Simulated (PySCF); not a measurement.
Computed shifts of a molecule C₂H₈N₂Si₂, PBE/pcSseg-1 (PySCF), GIAO, gas phase, atoms alike by connectivity averaged where their shifts nearly agree, in ppm (number of nuclei): ¹⁵N: 509.3 (1), 42.4 (1). ²⁹Si: -14.5 (1), -72.6 (1). ¹³C: 199.6 (1), 65.3 (1). ¹H: 8.84 (1), 5.76 (1), 4.41 (1), 4.35 (3), 2.00 (1), 1.55 (1). References: ¹⁵N against NH3 (σ = 267.0 ppm); ²⁹Si against TMS (σ = 335.4 ppm); ¹³C against TMS (σ = 182.0 ppm); ¹H against TMS (σ = 31.49 ppm), references at their B3LYP-D3(BJ)/def2-TZVP geometries, non-relativistic. Geometry optimised at PBE0-D3(BJ)/def2-SVP. One conformer was computed; it need not be the lowest.

Identify the compound among the candidates.
A) C#C[SiH2][SiH](N)N
B) NCC1=N[SiH2][SiH2]1
C) C[Si@@H]1N=C[Si@@H]1N
D) N[Si@@H]1C=N[C@H]1[SiH3]

D, N[Si@@H]1C=N[C@H]1[SiH3]
